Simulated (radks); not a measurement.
Species: Al V. Configuration: [He] 2s2 2p5. All-electron calculation, scalar-relativistic Kohn-Sham, LDA (Slater exchange, Perdew-Wang correlation), spin-polarised, spherical densities, finite nucleus; open shells are filled with parallel spins first; Fermi nuclear charge, rms radius 3.061 fm. Program: a radial shooting solver on a logarithmic mesh with Libxc functionals.

Local quantities along the radius. ELF = 1/(1 + alpha^2) is the electron localisation function; alpha = (tau - tau_W)/tau_unif compares the Pauli kinetic energy density with that of the uniform gas (summed over spins). tau is taken from the large components.

```
   r/bohr * ELF (the largest magnitude, 1, reaches the edge; | marks zero)
 0.007788 |                                                      *
 0.008573 |                                                      *
 0.009513 |                                                      *
  0.01047 |                                                      *
  0.01162 |                                                      *
  0.01279 |                                                      *
  0.01419 |                                                      *
  0.01562 |                                                      *
  0.01733 |                                                      *
  0.01908 |                                                      *
  0.02117 |                                                      *
   0.0233 |                                                      *
  0.02586 |                                                      *
  0.02846 |                                                      *
  0.03158 |                                                      *
  0.03477 |                                                      *
  0.03858 |                                                      *
  0.04246 |                                                      *
  0.04712 |                                                      *
  0.05186 |                                                      *
  0.05755 |                                                      *
  0.06335 |                                                      *
  0.07029 |                                                      *
  0.07737 |                                                     *
  0.08585 |                                                     *
   0.0945 |                                                    *
   0.1049 |                                                   *
   0.1154 |                                                *
   0.1281 |                                          *
    0.141 |                                  *
   0.1564 |                        *
   0.1722 |                *
   0.1911 |           *
   0.2103 |          *
   0.2334 |          *
   0.2569 |             *
    0.285 |                   *
   0.3138 |                          *
   0.3482 |                                  *
   0.3832 |                                       *
   0.4252 |                                           *
   0.4681 |                                             *
   0.5194 |                                              *
   0.5717 |                                               *
   0.6344 |                                               *
   0.6983 |                                              *
   0.7748 |                                             *
   0.8529 |                                          *
   0.9464 |                                       *
    1.042 |                                 *
    1.156 |                         *
    1.272 |                 *
    1.412 |         *
    1.554 |   *
    1.724 | *
    1.898 |*
    2.106 *
```

On this mesh the ELF has minima near r = 0.21 bohr, which separate the shells, and maxima near 0.57 (0.87).
